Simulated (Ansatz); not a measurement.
Cost and result for the atomization energy of `C=[N][SbH2]` (7 atoms, 6 bonds).

Cartesian coordinates in Å:
```
C -0.4411 1.1887 -0.1282
N 0.3943 0.6431 0.6368
Sb 0.3891 -1.3992 0.9079
H -0.4437 2.2824 -0.2204
H -1.1885 0.6602 -0.7401
H 1.8424 -1.6003 0.0305
H -0.5524 -1.7749 -0.4865
```

The species carries charge 0 and has multiplicity 1. Correlated methods include outer-core shells of Sb, which these sets cover unevenly. Sb: def2 effective core potential. Geometry: relaxed with PBE0-D4/def2-TZVP. Program: Ansatz. All runs use 2 threads of an Arm Neoverse V1 on a shared host. Times are those of one run each, without the atoms' runs, and a repeat can differ threefold. Electronic energies, without spin–orbit coupling; frozen cores. CCSD(T)/CBS adds CCSD(T) − MP2 in def2-TZVPP to the MP2 limit, and its time is that of the two runs behind it. T1 = 0.015. With those shells the extrapolation isn't a true limit. HSE06 is the plane-wave form, built on full-range PBE exchange.

CCSD(T)/CBS is a level of theory with its own doubt, some kJ/mol a heavy atom from the limit and from the frozen cores, so smaller differences don't rank the functionals.

```
                           level  functions  wall time
              BLYP-D4/def2-TZVPP        168      1.7 s
              PBE0-D4/def2-TZVPP        168      2.1 s
             HSE06-D4/def2-TZVPP        168      2.5 s
         CAM-B3LYP-D4/def2-TZVPP        168      2.5 s
                CCSD(T)/def2-SVP         74      2.6 s
             BHLYP-D4/def2-TZVPP        168      2.6 s
           r2SCANh-D4/def2-TZVPP        168      4.1 s
               B2PLYP/def2-TZVPP        168      4.5 s
              ωB97X-V/def2-TZVPP        168        7 s
ωB97M-V/def2-TZVPP (with forces)        168      9.5 s
                  MP2/def2-QZVPP        316       12 s
              CCSD(T)/def2-TZVPP        168       49 s
               CCSD(T)/CBS(def2)          –       61 s
```

What atomization energy does each give, and how far from CCSD(T)/CBS? (An estimate is asked.)

Ansatz gave: 
```
                           level  atomization (kJ/mol)  difference from CCSD(T)/CBS  per bond
              BLYP-D4/def2-TZVPP                2223.6                         56.5       9.4
              PBE0-D4/def2-TZVPP                2159.5                         -7.6      -1.3
             HSE06-D4/def2-TZVPP                2159.7                         -7.4      -1.2
         CAM-B3LYP-D4/def2-TZVPP                2187.9                         20.8       3.5
                CCSD(T)/def2-SVP                1977.2                       -189.9     -31.7
             BHLYP-D4/def2-TZVPP                2091.7                        -75.4     -12.6
           r2SCANh-D4/def2-TZVPP                2126.9                        -40.2      -6.7
               B2PLYP/def2-TZVPP                2147.3                        -19.8      -3.3
              ωB97X-V/def2-TZVPP                2189.5                         22.4       3.7
ωB97M-V/def2-TZVPP (with forces)                2168.3                          1.2       0.2
                  MP2/def2-QZVPP                2132.4                        -34.7      -5.8
              CCSD(T)/def2-TZVPP                2091.3                        -75.8     -12.6
               CCSD(T)/CBS(def2)                2167.1                          0.0       0.0
```

The D4 term adds +21.8 kJ/mol with B3LYP and +11.1 kJ/mol with PBE0; it sums over pairs of atoms, weighted by their polarisabilities, and B3LYP, whose exchange is more repulsive, gets the larger term. Leaving LDA and LC-ωPBE aside and taking each functional with its dispersion term where it has one, the values, not all of them listed here, spread over 145.2 kJ/mol, from BHLYP-D4 to PBE-D4. LDA lies +313.1 kJ/mol from PBE without D4, its usual overbinding. From BLYP to BHLYP (50 % exact exchange), in def2-TZVPP and without D4, the atomization energy moves by −119.4 kJ/mol: exact exchange takes away binding that semilocal exchange gives to molecules.

B3LYP here is the variant with VWN-RPA as its local correlation; programs differ in this.
